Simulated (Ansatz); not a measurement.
Reaction (formal exchange of groups at a C–C bond): `CCCC(C)CC` + `N[SiH2]BF` → `C[SiH](N)BF` + `CCCCCC`

Isolated molecules relaxed with PBE0-D4/def2-TZVP in Ansatz; ΔE leaves out vibrations. CBS: MP2 limit from def2 TZ/QZ plus the TZ coupled-cluster correction, frozen cores. Functionals use def2-TZVPP. Each species was taken in one conformer, which may not be the lowest.

(1) Is it downhill or uphill in electronic energy at CCSD(T)/CBS, and by how much? (Estimate.)

(2) What do these levels give: ωB97M-V, B2PLYP, HF/def2-TZVPP, CCSD(T)/def2-TZVPP, MP2/CBS(def2), CCSD/CBS(def2)? (Best estimate.)

Largest T1 diagnostic among the species: 0.013.

## Answers

(1) The calculation gave: Downhill: ΔE = -36.2 kJ/mol.

(2) Computed: ωB97M-V -39.0, B2PLYP -37.6, HF/def2-TZVPP -34.2, CCSD(T)/def2-TZVPP -35.1, MP2/CBS(def2) -37.4, CCSD/CBS(def2) -36.4 kJ/mol.
